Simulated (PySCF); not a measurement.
C4H5 (SMILES [CH]=C1CC1), doublet, at a GFN2-xTB geometry, atoms displaced at random by about 0.02 Å a coordinate. Base run: PySCF with PBE/STO-3G.

Input for PySCF:
```python
from pyscf import gto, scf, dft
from pyscf.geomopt import geometric_solver

mol = gto.Mole()
mol.atom = '''
    C     0.001862    0.048072    0.412838
    C    -0.008258   -0.782998   -0.809707
    C     0.017655    0.699374   -0.950406
    C    -0.013076    0.041882    1.675701
    H    -0.924220   -1.346651   -1.088268
    H     0.917143   -1.327836   -1.088213
    H     0.937951    1.166551   -1.204417
    H    -0.905049    1.185445   -1.211890
    H    -0.017912    0.688802    2.522865
'''
mol.basis = 'sto-3g'
mol.charge = 0
mol.spin = 1
mol.verbose = 3
mol.build()

def method(m):
    mf = dft.UKS(m)
    mf.xc = 'pbe'
    return mf

conv, mol_eq = geometric_solver.kernel(method(mol), maxsteps=100)
print('optimisation converged:', conv)
print(mol_eq.tostring(format='xyz'))
mf = method(mol_eq)
mf.kernel()
```

Variants of this job, named by their change:

```tsv
change	ΔE vs base (µEh)	optimiser steps	core-seconds (rough)
base	0.0	7	30
convergence_set = TURBOMOLE	-0.3	8	30
coordsys = dlc	0.0	7	30
convergence_set = GAU_VERYTIGHT	-0.7	28	70
coordsys = hdlc	-0.4	10	40
trust = 0.02	-0.2	9	40
convergence_set = GAU_TIGHT	-0.7	17	50
```

Open shells are given as the SCF converged; they aren't shown to be the lowest states, and a large step between rows can be another state.
